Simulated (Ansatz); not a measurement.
`N[SiH](Cl)CCl` from Hartree–Fock to CCSD(T)

Cartesian coordinates in Å:
```
N 1.4355 0.0925 -0.7286
Si -0.2476 -0.1133 -0.6728
Cl -0.9166 -2.0440 -0.9857
C -0.8419 0.3978 1.0307
Cl 0.1207 -0.4336 2.2855
H 1.9952 -0.2557 0.0350
H 1.9298 0.0386 -1.6043
H -0.8722 0.7087 -1.7333
H -1.8876 0.1381 1.1933
H -0.7154 1.4709 1.1801
```

Total charge 0; spin multiplicity 1. The geometry is a stationary point of PBE0-D4/def2-TZVP. It is one conformer, not always the lowest. Frozen core, restricted reference, the Gaussian-basis code of Ansatz. CBS rows extrapolate triple and quadruple zeta; past MP2 they add the triple-zeta difference.

```json
{"basis": "def2-SVP", "HF (Eh)": "-1302.79762", "MP2 corr.": "-0.67172", "CCSD corr.": "-0.72831", "(T)": "-0.01817", "CCSD(T) total": "-1303.54410"}
{"basis": "def2-TZVPP", "HF (Eh)": "-1303.33634", "MP2 corr.": "-0.88589", "CCSD corr.": "-0.94349", "(T)": "-0.03909", "CCSD(T) total": "-1304.31892"}
{"basis": "def2-QZVPP", "HF (Eh)": "-1303.37571", "MP2 corr.": "-0.96201", "CCSD corr.": "–", "(T)": "–", "CCSD(T) total": "–"}
{"basis": "CBS(def2)", "HF (Eh)": "-1303.38113", "MP2 corr.": "-1.01840", "CCSD corr.": "-1.07600", "(T)": "as TZ", "CCSD(T) total": "-1304.49622"}
```
